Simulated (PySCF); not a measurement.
## Vibration and rotation of SiSe

RHF-CCSD(T) constants of SiSe, ¹Σ⁺ (singlet), closed shell (PySCF, spin-free X2C with a Gaussian nucleus, basis sets Si x2c-SVPall, Se x2c-SVPall; masses 27.9769 and 79.9165 u):

| Quantity | Value |
| --- | --- |
| ωe | 576.1 cm⁻¹ |
| ωexe | 1.71 cm⁻¹ |
| Be | 0.18799 cm⁻¹ |
| αe | 0.000759 cm⁻¹ |
| D (centrifugal) | 8.01e-08 cm⁻¹ |
| De to Si + Se | 5.10 eV |

Problem. Estimate the standard entropy (1 bar) and heat capacity of the ideal gas at 1000 K, rigid rotor with B0 and harmonic oscillator at the fundamental.

Solution. Translation (Sackur–Tetrode, M = 107.89 u): 192.4 J/(mol K). Rotation: q = kT/(σB0) = 3700 with σ = 1, 76.6. Vibration: x = hcν0/kT = 0.824, 10.16. S° = 279.2 J/(mol K); Cp = 7R/2 + 7.86 = 37.0 J/(mol K).

Correlated steps freeze 14 core orbitals. Correlated levels converge slowly with the basis: in double zeta they bind strong bonds too weakly, by up to about 1 eV, and carry superposition errors of some tenths. Where the molecule has an RHF reference, its open-shell atoms are computed with UHF.
